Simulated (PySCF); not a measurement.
FH₂MoNO₂, multiplicity 1. Atoms are numbered in the order given.

```xyz
7

Mo     0.0549    -0.0407     0.0000
O      0.9953    -0.2155     1.3875
O      0.9953    -0.2155    -1.3875
F     -1.3242    -1.2913     0.0000
N     -0.6756     1.7389     0.0000
H     -0.7907     2.3024     0.8414
H     -0.7907     2.3024    -0.8414
```

Geometry optimised at B3LYP-D3(BJ)/def2-SVP. The spin state was assumed, not searched. The structure was generated by enumeration; whether it is a known compound was not checked. The def2 effective core potentials stand for the cores of Mo; spin–orbit coupling is left out. One conformer was computed; it need not be the lowest.

Method: PBE/def2-TZVP run with PySCF.

ESP charges are fitted to the potential on shells at 1.4 to 2.0 van der Waals radii. Atomic charges (e):

```json
[
 {"atom": "Mo1", "Löwdin": "[?]", "ESP fit": "1.46"},
 {"atom": "O2", "Löwdin": "[?]", "ESP fit": "-0.46"},
 {"atom": "O3", "Löwdin": "[?]", "ESP fit": "-0.46"},
 {"atom": "F4", "Löwdin": "-0.23", "ESP fit": "-0.33"},
 {"atom": "N5", "Löwdin": "[?]", "ESP fit": "-1.05"},
 {"atom": "H6", "Löwdin": "0.17", "ESP fit": "0.43"},
 {"atom": "H7", "Löwdin": "0.17", "ESP fit": "0.43"}
]
```

What belongs in the gaps? (Estimate from the structure and the level; the computed values follow.)


- Mo1, Löwdin: 0.73
- O2, Löwdin: -0.25
- O3, Löwdin: -0.25
- N5, Löwdin: -0.32
